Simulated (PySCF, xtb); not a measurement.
B-trichloroborazine (B3Cl3H3N3), SMILES ClB1NB(Cl)NB(Cl)N1.

Harmonic wavenumbers (cm⁻¹) from GFN2-xTB (xtb) at its own minimum, in rising order: 92, 131, 131, 155, 155, 328, 341, 341, 350, 470, 470, 561, 696, 696, 714, 714, 724, 811, 1021, 1021, 1044, 1186, 1228, 1284, 1284, 1376, 1376, 3455, 3455, 3455.

Q: What does B3LYP-D3(BJ)/def2-SVP (PySCF) give at its own minimum? (The exact figures need the calculation; the answer reports its results.)

A: 96, 145, 145, 167, 167, 354, 377, 377, 391, 556, 556, 662, 689, 689, 732, 757, 757, 872, 1047, 1047, 1153, 1225, 1311, 1367, 1367, 1491, 1491, 3637, 3637, 3637. Paired by order, the mean absolute difference is 62 cm⁻¹ and the zero-point energies are 41.5 and 44.2 kcal/mol.
